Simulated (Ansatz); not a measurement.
`C[N](C)[AlH][F]` + `CF` → `F[CH2][AlH][F]` + `CNC` at 500 K and 1 bar (formal exchange of groups at the Al–N bond).

Computed with Ansatz on PBE0-D4/def2-TZVP structures; ΔE is electronic, products minus reactants. CBS: MP2 limit from def2 TZ/QZ plus the TZ coupled-cluster correction, frozen cores. This one scheme is used for every species. One conformer a species, not always the lowest.

```tsv
species	CCSD(T)/CBS energy (Eh)	H − E (kJ/mol)	S (J/(mol·K))
`C[N](C)[AlH][F]`	-476.92428	288.9	410.0
`CF`	-139.63461	122.2	244.8
`F[CH2][AlH][F]`	-481.50843	135.8	364.9
`CNC`	-135.00321	273.8	313.8
```

H − E and S are ideal-gas, rigid-rotor, harmonic terms from PBE0-D4/def2-TZVP, for one conformer and one mirror image of each species. 1 Eh = 2625.50 kJ/mol, R = 8.31446 J/(mol·K).

By hand: ΔE, ΔH, ΔS and ΔG.

ΔE = (-481.50843) + (-135.00321) − (-476.92428) − (-139.63461) = 0.04725 Eh = 124.1 kJ/mol. Δ(H − E) = 135.8 + 273.8 − 288.9 − 122.2 = -1.5, so ΔH = 122.6 kJ/mol. ΔS = 364.9 + 313.8 − 410.0 − 244.8 = 23.9 J/(mol·K). ΔG = 122.6 − 500 × (23.9)/1000 = 110.6 kJ/mol.

By hand: the equilibrium constant, and the temperature at which ΔG would vanish if ΔH and ΔS stayed fixed.

log₁₀ K = −ΔG/(RT ln 10) = -11.6. ΔG = 0 at ΔH/ΔS = 5130 K, far beyond where these terms or the molecules hold.

ΔH outweighs TΔS. A doubt of 5 kJ/mol in ΔE shifts log₁₀ K by 0.5 here. Other conformers and mirror images would add mixing entropy, several J/(mol·K) or more a flexible species. These are equilibria of isolated gas molecules and say nothing of rates. Largest T1 diagnostic: 0.012 (customary marks: 0.02 for closed shells, 0.045 for open ones).
